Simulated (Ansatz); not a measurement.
Two members of one family ((AgH)n), computed with Ansatz in the gas phase; def2 core potentials for Ag, no spin–orbit coupling. The two geometries come from different levels. Binding counts from free atoms in the multiplicity of their measured ground term, without zero-point energy. A dash marks a value that wasn't run or was left out as unsound. The structures are stationary points that may keep the symmetry of their start. Remarks come from the PBE and PBE0 runs and from stability tests at other levels; not every state was tested. HOMO above LUMO (over both spins in singlets and doublets, within one spin in higher multiplets; at PBE or PBE0), or a gap under 0.15 eV within one spin, warns that the state may not be the lowest or that an electron is smeared out.

First: (AgH)3 ring (singlet, charge 0, PBE0-D4/def2-TZVP geometry).

Cartesian coordinates in Å:
```
Ag -1.406 -0.425 0.559
H -0.497 -1.970 0.112
Ag 1.022 -1.096 -0.472
H 1.820 0.550 -0.723
Ag 0.384 1.521 -0.087
H -1.323 1.419 0.611
```

| level | HOMO (eV) | LUMO (eV) | gap (eV) | vertical IE (eV) | vertical triplet (eV) | binding per atom (eV) |
| --- | --- | --- | --- | --- | --- | --- |
| PBE-D4/def2-SVP | -5.78 | -2.41 | 3.37 | – | – | 1.75 |
| PBE-D4/def2-TZVPD | -5.80 | -2.45 | 3.35 | – | – | 1.76 |
| r2SCAN-D4/def2-TZVP | -5.91 | -2.15 | 3.76 | 8.50 | 3.32 | 1.82 |
| r2SCAN-D4/def2-TZVPD | -5.92 | -2.15 | 3.77 | – | – | 1.82 |
| PBE0-D4/def2-TZVP | -6.80 | -1.51 | 5.29 | 8.68 | 3.72 | 1.71 |

Remarks: gap within one spin near zero at PBE or PBE0 (+1 doublet), HOMO above LUMO (+1 doublet), gap within one spin near zero at PBE or PBE0 (triplet), HOMO above LUMO (triplet).

Second: (AgH)4 ring (singlet, charge 0, PBE0-D4/def2-SVP geometry).

Cartesian coordinates in Å:
```
Ag -1.392 -0.995 -0.904
H -1.204 -2.172 0.429
Ag 0.084 -1.365 1.371
H 1.360 -0.340 2.095
Ag 1.392 0.995 0.905
H 1.204 2.172 -0.429
Ag -0.084 1.364 -1.370
H -1.360 0.340 -2.095
```

Estimate the same table for the second.


| level | HOMO (eV) | LUMO (eV) | gap (eV) | vertical IE (eV) | vertical triplet (eV) | binding per atom (eV) |
| --- | --- | --- | --- | --- | --- | --- |
| PBE-D4/def2-SVP | -6.23 | -2.62 | 3.60 | – | – | 1.96 |
| PBE-D4/def2-TZVPD | -6.24 | -2.67 | 3.58 | – | – | 1.96 |
| r2SCAN-D4/def2-TZVP | -6.36 | -2.37 | 3.99 | 8.75 | 3.71 | 2.03 |
| r2SCAN-D4/def2-TZVPD | -6.37 | -2.38 | 3.99 | – | – | 2.03 |
| PBE0-D4/def2-TZVP | -7.28 | -1.71 | 5.58 | 9.02 | 4.24 | 1.90 |

Remarks: gap within one spin near zero at PBE or PBE0 (+1 doublet), HOMO above LUMO (+1 doublet), gap within one spin near zero at PBE or PBE0 (triplet), HOMO above LUMO (triplet).
